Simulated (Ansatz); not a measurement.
Stepwise reaction of `[CH3][Ge]([CH3])([Cl])[Cl]` with hydrogen, as a gas-phase model of exchange steps in deposition or etching. ΔE in kJ/mol; ΔG adds harmonic PBE0-D4 terms to CCSD(T)/CBS, at 1 bar.

Gas-phase electronic energies from Ansatz, PBE0-D4/def2-TZVP geometries. CCSD(T)/CBS is the MP2 limit (def2-TZVPP, def2-QZVPP) plus CCSD(T) − MP2 in def2-TZVPP, frozen cores. This one scheme is used for every species. DFT in def2-TZVPP. B3LYP here is the variant with VWN-RPA as its local correlation; programs differ in this. For Ge outer-core shells are correlated without core-valence functions, which leaves a few kJ/mol of doubt a bond. Scalar relativity is left out up to krypton.

| step | reaction | PBE-D4 | B3LYP-D4 | ωB97M-V | CCSD(T)/CBS | ΔG(400 K) |
| --- | --- | --- | --- | --- | --- | --- |
| 1 | `[CH3][Ge]([CH3])([Cl])[Cl]` + H₂ → `[CH3][GeH]([Cl])[Cl]` + CH₄ | -20.8 | -24.2 | -22.1 | -19.0 | -16.1 |
| 2 | `[CH3][GeH]([Cl])[Cl]` + H₂ → `[Cl][GeH2][Cl]` + CH₄ | -19.7 | -23.5 | -21.4 | -17.7 | -10.1 |

Problem. By hand: ΔE of the 2 steps together at CCSD(T)/CBS.

Solution. (-19.0) + (-17.7) = -36.7 kJ/mol, or -18.4 kJ/mol a step.

In ΔE the steps differ by no more than 1.3 kJ/mol. All are downhill at CCSD(T)/CBS. ΔG lies between -16.1 and -10.1 kJ/mol a step. PBE-D4 differs from CCSD(T)/CBS by -2.0 to -1.8 kJ/mol a step. Only this route is followed, and other bonds may react first. Isolated molecules leave out the surface, adducts and barriers. Largest T1 diagnostic: 0.009.
